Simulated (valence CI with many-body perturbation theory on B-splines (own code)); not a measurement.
## As XIII: E2, M1 decay

Level of theory: relativistic CI+MBPT: three valence electrons over a frozen Dirac-Fock core [Ar], a basis of 9 s, 9 p, 10 d, 8 f, 5 g, 3 h, 1 i functions for each j, with the one-electron correlation potential Σ1, the two-electron term Σ2, the three-electron term Σ3, Breit, model QED; selected CI, second order for the rest, scaled by the run's own slope (own B-spline code, finite nucleus).

No measured spectrum was set against this ion. As an estimate, terms of the open shell hold to 2 to 4 % of their energy, and close levels can change places. Core correlation moves these levels by up to 3800 cm⁻¹, and in measured spectra 5 to 20 % of such shifts remained as error; rates that hang on mixing are uncertain with them. Only levels of the ground parity were solved; by the run's estimate the other parity begins above the list, which can be wrong where configurations are misplaced.

Lines 51 to 79 of 79 in falling wavelength, among levels below 141230 cm⁻¹, chosen from the decays that carry over 1 % of a level's rate. Wavelengths and rates use the calculated energies, so an error of 2000 cm⁻¹ moves a line at 1909 Å by 3.8 % and its rate by three times that or more. Electric multipoles are in the length gauge, E1 and E2 with the static RPA response of the core. Weak lines are less certain than strong ones. Lines between different terms over intervals too small for the method are left out, as are lines whose strength nearly cancels. The highest levels of a list are the least certain. Branching is blank where the lifetime is uncertain.

Names give the largest LS component (configuration and term), which can be under half, so a name can repeat, a term be missing and a line seem to break the LS rules; names also repeat where a configuration has a term twice. Letters in brackets count levels of one name in rising energy.

| λ vac (Å) | Upper | Lower | Type | A (s⁻¹) | Branch % |
| --- | --- | --- | --- | --- | --- |
| 1909 | 3d³ ²P_1/2 | 3d³ ⁴F_3/2 | M1 | 5.24e-01 | 2.2 |
| 1904 | 3d³ ²F_5/2 | 3d³ ⁴P_3/2 | M1 | 4.66e-01 | 1.8 |
| 1799 | 3d³ ²D_5/2 [a] | 3d³ ⁴F_5/2 | M1 | 7.36e+00 | 10.8 |
| 1702 | 3d³ ²P_3/2 | 3d³ ⁴F_5/2 | M1 | 2.68e+01 | 36.5 |
| 1701 | 3d³ ²D_5/2 [a] | 3d³ ⁴F_3/2 | M1 | 1.84e+00 | 2.7 |
| 1614 | 3d³ ²P_3/2 | 3d³ ⁴F_3/2 | M1 | 1.24e+01 | 16.9 |
| 1381 | 3d³ ²D_5/2 [b] | 3d³ ²P_3/2 | M1 | 8.88e+00 | 4.0 |
| 1381 | 3d³ ²D_5/2 [b] | 3d³ ²P_3/2 | E2 | 2.86e+00 | 1.3 |
| 1323 | 3d³ ²F_7/2 | 3d³ ⁴F_9/2 | M1 | 1.44e+01 | 37.9 |
| 1298 | 3d³ ²D_3/2 [b] | 3d³ ²D_5/2 [a] | M1 | 4.32e+01 |  |
| 1280 | 3d³ ²D_5/2 [b] | 3d³ ²H_9/2 | E2 | 3.02e+00 | 1.4 |
| 1230 | 3d³ ²F_5/2 | 3d³ ⁴F_7/2 | M1 | 1.15e+00 | 4.3 |
| 1199 | 3d³ ²D_3/2 [b] | 3d³ ²P_1/2 | E2 | 2.88e+00 |  |
| 1196 | 3d³ ²F_7/2 | 3d³ ⁴F_5/2 | M1 | 5.28e+00 | 13.9 |
| 1185 | 3d³ ²D_5/2 [b] | 3d³ ²D_3/2 [a] | M1 | 3.54e+01 | 16.0 |
| 1174 | 3d³ ²F_5/2 | 3d³ ⁴F_5/2 | M1 | 1.20e+00 | 4.5 |
| 1165 | 3d³ ²D_3/2 [b] | 3d³ ²D_3/2 [a] | E2 | 4.08e+00 |  |
| 1165 | 3d³ ²D_3/2 [b] | 3d³ ²D_3/2 [a] | M1 | 3.62e+00 |  |
| 1132 | 3d³ ²F_5/2 | 3d³ ⁴F_3/2 | M1 | 1.17e+01 | 44.2 |
| 1090 | 3d³ ²D_5/2 [b] | 3d³ ²G_9/2 | E2 | 1.60e+01 | 7.2 |
| 1073 | 3d³ ²D_5/2 [b] | 3d³ ⁴P_5/2 | M1 | 7.06e+01 | 31.9 |
| 1057 | 3d³ ²D_3/2 [b] | 3d³ ⁴P_5/2 | M1 | 4.34e+00 |  |
| 1045 | 3d³ ²D_3/2 [b] | 3d³ ²G_7/2 | E2 | 2.64e+01 |  |
| 1015 | 3d³ ²D_5/2 [b] | 3d³ ⁴P_3/2 | M1 | 5.96e+00 | 2.7 |
| 1002 | 3d³ ²D_3/2 [b] | 3d³ ⁴P_1/2 | M1 | 6.76e+00 |  |
| 1001 | 3d³ ²D_3/2 [b] | 3d³ ⁴P_3/2 | M1 | 2.31e+01 |  |
| 785.6 | 3d³ ²D_5/2 [b] | 3d³ ⁴F_7/2 | M1 | 1.43e+01 | 6.5 |
| 754.2 | 3d³ ²D_3/2 [b] | 3d³ ⁴F_5/2 | M1 | 1.47e+01 |  |
| 736.4 | 3d³ ²D_3/2 [b] | 3d³ ⁴F_3/2 | M1 | 5.56e+00 |  |
